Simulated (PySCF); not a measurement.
Sn(Cl)(NMe2) (C2H6ClNSn), SMILES [Sn]([Cl])[N](C)C (connectivity only; charge and spin as stated), neutral, multiplicity 1.

Geometry: B3LYP-D3(BJ)/def2-SVP. The def2 effective core potentials stand for the cores of Sn; spin–orbit coupling is left out. The values are those of a single conformer.

Level of theory: r2SCAN/def2-TZVP (PySCF).

Isolated molecule, no solvent.

```
Item                                                                                                             Value
---------------------------------------------------------------------------------------------  -----------------------
total energy                                                                                        -809.17570 hartree
point group                                                                                                         Cs
highest occupied level                                                                                        -5.67 eV
lowest empty level                                                                                            -2.76 eV
orbital gap                                                                                                    2.90 eV
dipole moment                                                                                                   3.39 D
quadrupole, principal values (traceless, Buckingham form, about the centre of nuclear charge)    -5.96, 1.94, 4.02 D·Å
mean static polarisability                                                                       92.3 bohr³ (13.67 Å³)
polarisability, principal values                                                               63.7, 94.6, 118.6 bohr³
```
